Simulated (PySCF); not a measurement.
Ionisation energy of Ca by level of theory

Ca [Ar] 4s2 → Ca⁺ [Ar] 4s1 [4s1/2^1, M_J = 1/2], as a difference of total energies. Computed with PySCF 2.14 in an even-tempered Gaussian basis (21 s from 0.0048 bohr⁻², ratio 2.8; 15 p from 0.0062 bohr⁻², ratio 2.8; 5 d from 0.11 bohr⁻², ratio 3), with the two-component X2C-1e Hamiltonian. Correlated levels: [Ne] frozen; the 58 highest virtual spinors dropped. "Screened" scales the spin-orbit matrix elements by Boettger's factors to mimic the two-electron term; Breit and QED terms are absent.

| method | ionisation energy (eV) | error (eV) |
| --- | --- | --- |
| GHF (screened spin-orbit) | 5.140 | -0.973 |
| GMP2 (screened spin-orbit) | 5.910 | -0.203 |

Reference: 6.113 eV (measured; NIST Atomic Spectra Database, ionization energies).

MP2 underrates the near-degeneracy of ns² with np² in the lower species.
